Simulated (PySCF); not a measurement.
Electron correlation in O (oxygen, neutral)

[He] 2s2 2p4, high-spin 3P determinant. All numbers are calculated (PySCF 2.14, the spin-free X2C one-electron Hamiltonian (Gaussian nucleus), in aug-cc-pVDZ-DK (4s3p2d, 23 functions)). Frozen: 1s2; 6 electrons correlated.

MP2 pair energies summed by pair of shells (mhartree):

```csv
pair,energy,share (%)
2p-2p,-53.98,48.9
2s-2p,-48.33,43.8
2s-2s,-8.12,7.3
```

Total MP2 correlation energy: -110.43 mhartree.

Same-spin part -28.03 and opposite-spin part -82.40 mhartree; SCS-MP2 scales them by 1/3 and 6/5 to -108.22 mhartree.

```csv
level,correlation energy (mhartree)
CCSD,-127.30
(T),-1.81
CCSD(T),-129.11
```

Diagnostics: T1 = 0.0097, D1 = 0.0175, largest double amplitude 0.043.

Cost of the coupled-cluster step: 0.16 s of wall time on 1 thread of Intel(R) Xeon(R) Platinum 8375C CPU @ 2.90GHz (shared host), for 6 correlated electrons.
